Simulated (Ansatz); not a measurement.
# Worked example: the enthalpy of CBr2ClF + C2H6 → CHBrClF + C2H5Br

Species: CBr2ClF (dibromochlorofluoromethane) `FC(Cl)(Br)Br`, singlet; C2H6 (ethane) `CC`, singlet; CHBrClF (bromochlorofluoromethane) `FC(Cl)Br`, singlet; C2H5Br (bromoethane) `CCBr`, singlet. The partners trade Br for H; both sit on C, so the bond types are kept.

Shapes, held fixed at every level: PBE0-D4/def2-TZVP. Programs: Ansatz 0.2.0. The zero-point and thermal terms to 298 K, harmonic and unscaled (PBE0-D4/def2-TZVP), stand in the table.

At r2SCAN-D4/def2-TZVPP; 1 Eh = 2625.50 kJ/mol:

```
species   energy (Eh)  H(298 K) − E (kJ/mol)  tabulated ΔfH (kJ/mol)
CBr2ClF  -5746.393612                   44.0                  -187.4
   C2H6    -79.800845                  207.7                   -83.8
CHBrClF  -3172.861283                   69.2                  -231.8
 C2H5Br  -2653.345760                  186.9                   -63.1
```

Q: Work out the reaction enthalpy at 298 K from the calculation and from the table of heats.

A: 
1. Electronic: (-3172.861283) + (-2653.345760) − [(-5746.393612) + (-79.800845)] = -0.012586 Eh = -33.0 kJ/mol.
2. Zero-point and thermal: (69.2) + (186.9) − [(44.0) + (207.7)] = +4.4 kJ/mol.
3. Computed ΔH = -28.6 kJ/mol.
4. From the heats of formation (Active Thermochemical Tables): (-231.8) + (-63.1) − [(-187.4) + (-83.8)] = -23.7 kJ/mol.
5. Computed less tabulated: -4.9 kJ/mol. Tabulated heats carry uncertainties of their own.

Relativity is left out for Br unless named.
